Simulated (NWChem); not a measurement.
BHOCl2; SMILES B(Cl)(Cl)O

```xyz
5

B      0.3651     0.0170     0.0000
Cl    -0.5238    -1.5230     0.0000
Cl    -0.5121     1.5427     0.0000
O      1.7092     0.0515     0.0000
H      2.1119    -0.8312     0.0000
```
Atoms are numbered in this order, from 1.

Structure relaxed at the B3LYP/6-31G* (spherical d) level.

Symmetry labels are those of Cs in the frame above (b1 and b2, or b-type labels, depend on it).

Question: List the 4 lowest vertical singlet excitations from PBE/def2-SVPD, TDA (NWChem).

Answer: 
```
state  energy (eV)  oscillator strength  symmetry  leading excitation (squared amplitude)
-----  -----------  -------------------  --------  --------------------------------------
S1            6.23                0.000        a"                      HOMO → LUMO (1.00)
S2            6.87                0.015        a'                    HOMO → LUMO+1 (0.99)
S3            6.98                0.000        a"                    HOMO−3 → LUMO (1.00)
S4            7.26                0.116        a'                    HOMO−1 → LUMO (0.84)
```
